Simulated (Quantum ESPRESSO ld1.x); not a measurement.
Question: Cs6+, 49 electrons, occupied as [Kr] 4d10 5s2 5p1. Calculated with ld1.x of Quantum ESPRESSO 7.5: Dirac Kohn-Sham, PW91, spin-unpolarised, spherical densities, point nucleus; open shells are shared between the two j in proportion to 2j + 1. Some entries of the table are withheld. Estimate them.

orbital,occ.,eigenvalue (eV),<r> (bohr)
1s1/2,2,(1),0.02611
2s1/2,2,(2),0.1117
2p1/2,2,(3),0.09401
2p3/2,4,(4),0.09991
3s1/2,2,-1240.657,0.2987
3p1/2,2,-1101.978,0.2886
3p3/2,4,-1034.414,0.3004
3d3/2,4,-790.661,0.2713
3d5/2,6,-776.314,0.2750
4s1/2,2,-293.213,0.6931
4p1/2,2,-243.342,0.7181
4p3/2,4,-229.452,0.7451
4d3/2,4,-148.109,(5)
4d5/2,6,-145.772,(6)
5s1/2,2,-91.516,1.575
5p1/2,0.333333,-76.913,1.714
5p3/2,0.666667,-74.356,1.767

Answer: 
(1) 1s1/2 eigenvalue (eV): -35851.853
(2) 2s1/2 eigenvalue (eV): -5684.837
(3) 2p1/2 eigenvalue (eV): -5352.914
(4) 2p3/2 eigenvalue (eV): -5000.455
(5) 4d3/2 <r> (bohr): 0.8202
(6) 4d5/2 <r> (bohr): 0.8298
